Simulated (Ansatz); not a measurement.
A structure relaxed at PBE-D4/def2-SVP in Ansatz, charge 0, singlet:

Cartesian coordinates in Å:
```
Mg -1.6874 0.1263 -0.8903
Mg 0.4760 1.8503 -0.0755
Mg 0.6452 -1.0527 0.5144
O -0.9903 -1.4764 -0.2531
O 1.5566 0.5525 0.7045
```

(1) Give its formula and point group.

(2) Summarise the bond lengths by kind (pairs closer than 1.2 times the sum of covalent radii, bridged metal pairs left out).

Answers

(1) Mg₃O₂. Point group C2v (tolerance 0.1 Å).

(2) 4 × Mg–O 1.86 Å; 1 × Mg–Mg 2.88 Å.

The restricted singlet is unstable towards broken spin symmetry in Hartree–Fock (as tested in another run); at PBE-D4/def2-SVP this wasn't settled. The structure comes from a short search, and lower isomers may exist.
